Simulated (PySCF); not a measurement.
`c1(ccccc1C)[CH2+]` (charge +1). Method: PySCF, PBE0-D3(BJ)/def2-SVP geometry optimisation, gas phase.

```
atom  x, y, z in Å
C1    -1.2257    1.9824   -0.1539
C2    -0.3028    0.9876    0.0061
C3     1.0851    1.3589    0.1556
C4     2.0501    0.4018    0.3205
C5     1.6569   -0.9518    0.3412
C6     0.3214   -1.3494    0.1987
C7    -0.6904   -0.4176    0.0286
C8    -2.1072   -0.8460   -0.1246
H9    -2.2934    1.7771   -0.2724
H10   -0.9193    3.0333   -0.1690
H11    1.3459    2.4201    0.1341
H12    3.1012    0.6722    0.4344
H13    2.4216   -1.7233    0.4737
H14    0.0765   -2.4132    0.2226
H15   -2.7433   -0.4222    0.6692
H16   -2.5231   -0.5167   -1.0905
H17   -2.1934   -1.9381   -0.0767
```

(1) What is the longest distance between nuclei?

(2) What is the repulsion energy of the bare nuclei, Σ ZA·ZB/RAB?

(3) What are the angles C2–C1–H9, C1–C2–C7, C2–C3–C4, C7–C8–H15?

(4) Where is the centre of mass (commonest isotopes), and what is the radius of gyration?

(5) Write the matrix of distances between heavy atoms (Å, lower triangle).

Results:

(1) H12···H15 and H12···H16, 5.951 Å down to 5.947 Å.

(2) 334.84 Eh over 136 pairs, with full nuclear charges and distances in bohr; the largest single term is 13.94 Eh (C1 with C2).

(3) From the scalar product of the two bond vectors; for C2–C1–H9 it is -0.8001 Å² over 1.3664 × 1.0937 Å², cos θ = -0.5354. C2–C1–H9 122.4°; C1–C2–C7 121.6°; C2–C3–C4 120.7°; C7–C8–H15 111.4°.

(4) Mass 105.070 u; centre at (0.054, 0.142, 0.091) Å; Rg = √(Σ m r²/M) = 1.903 Å. As Ia + Ib + Ic = 2 Σ m r², the three principal moments sum to 760.8 u·Å².

(5) 
```
C1    0.000
C2    1.366  0.000
C3    2.413  1.444  0.000
C4    3.668  2.445  1.369  0.000
C5    4.143  2.777  2.388  1.410  0.000
C6    3.690  2.427  2.814  2.464  1.401  0.000
C7    2.466  1.458  2.515  2.875  2.428  1.386  0.000
C8    2.963  2.576  3.890  4.363  3.794  2.501  1.488  0.000
```

The point group is Cs within 0.08 Å; differences among equivalent distances and angles are scatter left by the optimiser. Not checked by PBE0-D3(BJ)/def2-SVP frequencies.

The run took about 1.8 min of CPU time (one thread, shared machine). These figures are those of the optimisation.
